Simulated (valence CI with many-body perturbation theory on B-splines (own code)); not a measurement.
Tl LXVI: electric-dipole lines

Calculated by valence CI with perturbative core correlation (CI+MBPT): six valence electrons over a frozen Dirac-Fock core [Ne], a basis of 9 s, 9 p, 8 d, 6 f, 3 g, 1 h functions for each j, with the one-electron correlation potential Σ1 (screened to all orders), the two-electron term Σ2, the three-electron term Σ3, Breit, model QED; selected single and double excitations, second order for the rest, scaled by the run's own slope (own B-spline code, finite nucleus).

The last digits are not significant, and no measured levels were compared; by estimate large intervals hold to a few tenths of a per cent, small ones and those within an open d or f shell to about a per cent. Among the levels kept, up to 1100 cm⁻¹ of a level comes from second order outside the variational space, and about a tenth of that is noise between levels of different J, which matters for small intervals.

Lines 1 to 50 of 131 in falling wavelength, among levels below 7792.1 × 10³ cm⁻¹, chosen from the strongest by gf and those to the six lowest levels. Wavelengths and rates use the calculated energies. Electric multipoles are in the length gauge with retardation, E1 and E2 with the static RPA response of the core. Weak lines are less certain than strong ones. Lines between different terms over intervals too small for the method are left out, as are lines whose strength nearly cancels. The highest levels of a list are the least certain.

Levels are named by their leading jj configuration (3d3/2^4 stands for four electrons in 3d with j = 3/2), which in mixed levels can hold well under half, so a name can repeat and another be missing. Letters in brackets count levels of one name in rising energy.

| λ vac (Å) | Upper | Lower | A (s⁻¹) | S (a.u.) |
| --- | --- | --- | --- | --- |
| 122.4 | (3s^2 3p1/2 3p3/2^2 3d5/2) J=3 [a] | (3s^2 3p1/2^2 3d5/2^2) J=4 | 5.62e+06 | 3.56e-05 |
| 107.5 | (3s^2 3p1/2 3p3/2^2 3d5/2) J=4 [b] | (3s^2 3p1/2^2 3d5/2^2) J=4 | 1.06e+07 | 5.86e-05 |
| 105.4 | (3s^2 3p1/2 3p3/2^3) J=2 | (3s^2 3p1/2^2 3p3/2 3d5/2) J=1 | 4.45e+06 | 1.28e-05 |
| 104.5 | (3s^2 3p1/2 3p3/2^2 3d5/2) J=5 | (3s^2 3p1/2^2 3d5/2^2) J=4 | 4.21e+06 | 2.61e-05 |
| 103.6 | (3s^2 3p1/2^2 3d3/2^2) J=2 | (3s^2 3p1/2^2 3p3/2 3d5/2) J=3 | 3.44e+07 | 9.44e-05 |
| 102.6 | (3s^2 3p1/2 3p3/2^2 3d3/2) J=4 | (3s^2 3p1/2^2 3d3/2 3d5/2) J=4 | 9.80e+06 | 4.70e-05 |
| 95.32 | (3s^2 3p1/2 3p3/2^2 3d3/2) J=3 [a] | (3s^2 3p1/2^2 3d3/2 3d5/2) J=3 | 4.09e+06 | 1.22e-05 |
| 89.52 | (3s^2 3p1/2 3p3/2^2 3d3/2) J=4 | (3s^2 3p1/2^2 3d3/2 3d5/2) J=3 | 3.47e+06 | 1.11e-05 |
| 88.48 | (3s^2 3p1/2^2 3d3/2^2) J=2 | (3s^2 3p1/2^2 3p3/2 3d5/2) J=2 | 1.90e+07 | 3.25e-05 |
| 88.19 | (3s^2 3p1/2 3p3/2^3) J=1 | (3s^2 3p1/2^2 3p3/2 3d5/2) J=2 | 1.15e+07 | 1.17e-05 |
| 82.05 | (3s^2 3p1/2 3p3/2^3) J=2 | (3s^2 3p1/2^2 3p3/2 3d5/2) J=2 | 2.89e+07 | 3.94e-05 |
| 81.65 | (3s^2 3p1/2 3p3/2^2 3d3/2) J=3 [b] | (3s^2 3p1/2^2 3d3/2 3d5/2) J=4 | 7.16e+06 | 1.35e-05 |
| 74.64 | (3s^2 3p1/2 3p3/2^2 3d3/2) J=2 [c] | (3s^2 3p1/2^2 3d3/2 3d5/2) J=2 | 1.11e+07 | 1.14e-05 |
| 69.46 | (3s^2 3p1/2 3p3/2^2 3d3/2) J=2 [c] | (3s^2 3p1/2^2 3d3/2 3d5/2) J=3 | 1.12e+07 | 9.23e-06 |
| 61.36 | (3s 3p1/2^2 3p3/2^3) J=2 | (3s^2 3p1/2 3p3/2^3) J=2 | 1.53e+10 | 8.70e-03 |
| 58.32 | (3s 3p1/2^2 3p3/2^3) J=2 | (3s^2 3p1/2 3p3/2^3) J=1 | 2.22e+10 | 1.09e-02 |
| 58.19 | (3s 3p1/2^2 3p3/2^3) J=2 | (3s^2 3p1/2^2 3d3/2^2) J=2 | 1.71e+08 | 8.31e-05 |
| 55.41 | (3s 3p1/2^2 3p3/2^3) J=1 | (3s^2 3p1/2 3p3/2^3) J=2 | 3.41e+10 | 8.60e-03 |
| 54.08 | (3s^2 3p1/2 3p3/2^2 3d3/2) J=1 [a] | (3s^2 3p1/2^2 3d3/2^2) J=0 | 4.32e+07 | 1.01e-05 |
| 53.70 | (3s^2 3p1/2 3p3/2^2 3d5/2) J=3 [a] | (3s^2 3p1/2^2 3d3/2 3d5/2) J=2 | 1.72e+07 | 9.18e-06 |
| 52.92 | (3s 3p1/2^2 3p3/2^3) J=1 | (3s^2 3p1/2 3p3/2^3) J=1 | 1.19e+10 | 2.60e-03 |
| 52.81 | (3s 3p1/2^2 3p3/2^3) J=1 | (3s^2 3p1/2^2 3d3/2^2) J=2 | 2.30e+08 | 5.02e-05 |
| 51.73 | (3s^2 3p1/2 3p3/2^2 3d5/2) J=4 [b] | (3s^2 3p1/2^2 3d3/2 3d5/2) J=4 | 7.09e+07 | 4.36e-05 |
| 51.16 | (3s^2 3p1/2 3p3/2^2 3d3/2) J=2 [a] | (3s^2 3p1/2 3p3/2^3) J=2 | 3.68e+09 | 1.21e-03 |
| 51.03 | (3s^2 3p1/2 3p3/2^2 3d5/2) J=5 | (3s^2 3p1/2^2 3d3/2 3d5/2) J=4 | 2.54e+08 | 1.83e-04 |
| 50.96 | (3s^2 3p1/2 3p3/2^2 3d5/2) J=3 [a] | (3s^2 3p1/2^2 3d3/2 3d5/2) J=3 | 2.83e+07 | 1.30e-05 |
| 50.89 | (3s^2 3p1/2 3p3/2^2 3d5/2) J=1 | (3s^2 3p1/2^2 3d3/2 3d5/2) J=1 | 5.66e+07 | 1.10e-05 |
| 50.36 | (3s^2 3p1/2 3p3/2^2 3d5/2) J=0 | (3s^2 3p1/2^2 3d3/2 3d5/2) J=1 | 2.85e+08 | 1.80e-05 |
| 50.33 | (3s^2 3p1/2 3p3/2^2 3d3/2) J=1 [a] | (3s^2 3p1/2 3p3/2^3) J=2 | 3.41e+10 | 6.43e-03 |
| 49.69 | (3s^2 3p1/2 3p3/2^2 3d5/2) J=1 | (3s^2 3p1/2^2 3d3/2 3d5/2) J=2 | 2.93e+07 | 5.32e-06 |
| 49.35 | (3s^2 3p1/2^2 3d3/2 3d5/2) J=2 | (3s^2 3p1/2^2 3p3/2 3d5/2) J=1 | 9.20e+09 | 2.73e-03 |
| 49.34 | (3s^2 3p1/2 3p3/2^2 3d3/2) J=3 [a] | (3s^2 3p1/2 3p3/2^3) J=2 | 3.97e+09 | 1.65e-03 |
| 49.27 | (3s^2 3p1/2^2 3p3/2 3d3/2) J=1 | (3s^2 3p1/2^2 3p3/2^2) J=0 | 7.29e+09 | 1.29e-03 |
| 49.22 | (3s^2 3p1/2^2 3d3/2 3d5/2) J=3 | (3s^2 3p1/2^2 3p3/2 3d5/2) J=3 | 5.41e+09 | 2.23e-03 |
| 49.03 | (3s^2 3p1/2 3p3/2^2 3d3/2) J=2 [a] | (3s^2 3p1/2 3p3/2^3) J=1 | 1.49e+09 | 4.34e-04 |
| 48.69 | (3s^2 3p1/2 3p3/2^2 3d3/2) J=0 | (3s^2 3p1/2 3p3/2^3) J=1 | 1.96e+10 | 1.11e-03 |
| 48.27 | (3s^2 3p1/2 3p3/2^2 3d3/2) J=1 [a] | (3s^2 3p1/2 3p3/2^3) J=1 | 1.66e+08 | 2.76e-05 |
| 48.23 | (3s^2 3p1/2^2 3d3/2 3d5/2) J=1 | (3s^2 3p1/2^2 3p3/2 3d5/2) J=1 | 3.62e+09 | 6.01e-04 |
| 48.19 | (3s^2 3p1/2 3p3/2^2 3d3/2) J=1 [a] | (3s^2 3p1/2^2 3d3/2^2) J=2 | 2.85e+08 | 4.72e-05 |
| 48.18 | (3s^2 3p1/2 3p3/2^2 3d5/2) J=4 [b] | (3s^2 3p1/2^2 3d3/2 3d5/2) J=3 | 2.34e+08 | 1.16e-04 |
| 47.28 | (3s^2 3p1/2 3p3/2^2 3d3/2) J=3 [a] | (3s^2 3p1/2^2 3d3/2^2) J=2 | 1.19e+08 | 4.36e-05 |
| 46.96 | (3s^2 3p1/2^2 3p3/2 3d3/2) J=2 | (3s^2 3p1/2^2 3p3/2^2) J=2 | 1.18e+10 | 3.01e-03 |
| 46.91 | (3s^2 3p1/2^2 3d3/2 3d5/2) J=2 | (3s^2 3p1/2^2 3p3/2 3d5/2) J=3 | 7.62e+09 | 1.94e-03 |
| 46.76 | (3s^2 3p1/2^2 3d3/2^2) J=2 | (3s^2 3p1/2^2 3p3/2 3d3/2) J=3 | 1.05e+10 | 2.64e-03 |
| 46.70 | (3s^2 3p1/2^2 3d3/2^2) J=2 | (3s^2 3p1/2^2 3p3/2 3d3/2) J=1 | 1.26e+10 | 3.17e-03 |
| 46.65 | (3s^2 3p1/2 3p3/2^3) J=1 | (3s^2 3p1/2^2 3p3/2 3d3/2) J=0 | 6.27e+07 | 9.43e-06 |
| 46.62 | (3s^2 3p1/2 3p3/2^3) J=1 | (3s^2 3p1/2^2 3p3/2 3d3/2) J=1 | 8.84e+07 | 1.33e-05 |
| 46.00 | (3s^2 3p1/2^2 3d3/2 3d5/2) J=4 | (3s^2 3p1/2^2 3p3/2 3d5/2) J=3 | 6.12e+09 | 2.65e-03 |
| 45.65 | (3s^2 3p1/2 3p3/2^2 3d5/2) J=3 [b] | (3s^2 3p1/2^2 3d3/2 3d5/2) J=4 | 1.29e+07 | 4.22e-06 |
| 45.53 | (3s^2 3p1/2^2 3d3/2 3d5/2) J=3 | (3s^2 3p1/2^2 3p3/2 3d5/2) J=2 | 1.02e+10 | 3.33e-03 |
